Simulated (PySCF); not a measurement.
A structure optimised at PBE-D3(BJ)/def2-TZVP, used in a PySCF frequency run:

```
B
Cl 1 1.7300
Cl 1 1.7300 2 125.48
```
Charge 0, spin multiplicity 2.

Problem. Write its SMILES, formula and point group.

Solution. Cl[B]Cl, BCl2, C2v

Problem. What are its rotational constants (standard atomic weights)?

Solution. 85.824, 3.0140, 2.9118 GHz
